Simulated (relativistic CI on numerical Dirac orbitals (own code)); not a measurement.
## The 3d ions of charge 1+

These numbers are calculated, not measured: Dirac-Coulomb-Breit CI, KLI orbitals optimised for each configuration, model QED, unscaled Slater integrals (own radial code, finite nucleus).

Each species is treated in one configuration, given outside its closed core, with all valence electrons in the open shell. Radial values are for the open shell of highest l, unscaled and averaged over j; ζ includes the Breit term. Labels give the leading LS character, summed over repeated terms.

```tsv
Ion	Configuration	Its lowest level	LS weight (%)	Next level	E (cm⁻¹)	⟨r⟩ (bohr)	⟨r²⟩ (bohr²)	g_J	g√(J(J+1))
Sc⁺	3d²	³F2	100	³F3	58.424	1.904	4.794	0.666	1.63
Ti⁺	3d³	⁴F3/2	100	⁴F5/2	63.334	1.67	3.69	0.399	0.77
V⁺	3d⁴	⁵D0	100	⁵D1	32.346	1.502	2.991		0.00
Cr⁺	3d⁵	⁶S5/2	100	⁴G11/2	25280	1.372	2.503	2.002	5.92
Mn⁺	3d⁶	⁵D4	100	⁵D3	258.33	1.268	2.141	1.501	6.71
Fe⁺	3d⁷	?	?	?	?	?	?	?	?
Co⁺	3d⁸	³F4	100	³F3	906.08	1.107	1.64	1.250	5.59
Ni⁺	3d⁹	²D5/2	100	²D3/2	1450.1	1.043	1.46	1.200	3.55
```

(1) Fill in the row of Fe⁺.

NIST ASD lists another ground level for Sc⁺ (3D1), Ti⁺ (4F3/2), Mn⁺ (7S3).

With one configuration, terms of near-neutral atoms and ions can be 10 to 25 % off, and close levels can change places.

## Answers

(1) Its lowest level ⁴F9/2; LS weight (%) 100; Next level ⁴F7/2; E (cm⁻¹) 531.9; ⟨r⟩ (bohr) 1.181; ⟨r²⟩ (bohr²) 1.862; g_J 1.333; g√(J(J+1)) 6.63.
